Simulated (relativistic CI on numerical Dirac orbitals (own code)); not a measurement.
W⁶⁺: L2,3 absorption edge

Computed with this model: Dirac-Coulomb-Breit CI, separate exchange-only KLI orbitals for each configuration, QED by a radiative potential, valence Slater integrals scaled by 0.7, multiplet model of core-to-valence dipole absorption; configurations [Xe] 4f14 → [He] 2s2 2p5 3s2 3p6 3d10 4s2 4p6 4d10 4f14 5s2 5p6 5d; 300 K; Lorentzian 7.5 eV and Gaussian 1 eV FWHM. Energies are those of the free ion, without screening or charge transfer. The branching ratio is the share of the lower-energy edge in the whole absorption, uncertain by about 0.02 where the edges overlap. S is read from ⟨S²⟩ = S(S + 1).

Field parameters in Wybourne normalisation: D3d B²₀ = −7Dσ, B⁴₀ = −14Dq − 21Dτ, B⁴₃ = −14√(10/7) Dq; D4h B²₀ = −7Ds, B⁴₀ = 21(Dq − Dt), B⁴₄ = 21√(5/14) Dq. The field is a parameter set, without covalency.

free ion: ground-state S = 0.00, centroid 10601.22 eV, branching ratio 0.709. Peaks (eV, height): 10212.5 (100), 11550.0 (41).

D3d, 10Dq = 39000, Dσ = 920, Dτ = 330 cm⁻¹: ground-state S = 0.00, centroid 10601.22 eV, branching ratio 0.709. Peaks (eV, height): 10212.0 (99), 10214.0 (100), 11548.5 (46).

D4h, 10Dq = 23700, Ds = 2610, Dt = 710 cm⁻¹: ground-state S = 0.00, centroid 10601.22 eV, branching ratio 0.709. Peaks (eV, height): 10212.5 (100), 11549.5 (42).

D4h, 10Dq = 35200, Ds = -290, Dt = 400 cm⁻¹: ground-state S = 0.00, centroid 10601.22 eV, branching ratio 0.709. Peaks (eV, height): 10213.0 (100), 11549.0 (44).

The statistical ratio of this edge is 2/3 = 0.667. Values above it arise where the holes sit mainly in the j = l + 1/2 valence subshell or the ground state has high spin; values below it where core-valence Coulomb terms move weight to the upper edge, as in nearly empty shells. At deep edges of heavy elements the radial integrals of the two core levels differ, which raises the baseline.

Strongest unbroadened transitions for D3d, 10Dq = 39000, Dσ = 920, Dτ = 330 cm⁻¹:

```
Energy (eV)  Relative strength
   10209.22                0.5
   10209.28               12.2
   10209.29               14.2
   10209.75               10.9
   10209.76               13.9
   10210.54               27.5
   10210.60               74.6
   10214.81                1.2
   10214.82                2.9
   10215.12               48.4
   10215.13              100.0
   11547.90                8.1
   11548.03               26.9
   11548.50               48.5
   11549.08                1.5
   11549.11                2.4
   11553.64               25.5
   11553.65               12.6
```
